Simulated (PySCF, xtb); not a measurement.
Mg(F)(SH) (FHMgS), SMILES [F][Mg][SH].

GFN2-xTB run with xtb 6.7.1 at its own geometry gives an orbital gap of 1.91 eV and a dipole moment of 4.07 D.

Geometry: B3LYP-D3(BJ)/def2-TZVP. Other conformers were not sampled.

Task: What does PBE0/def2-TZVPD (PySCF) give? (An estimate is asked for; the answer gives what the named calculation found.)

Result: gap 5.79 eV (levels -7.43 and -1.64 eV), dipole 0.89 D.
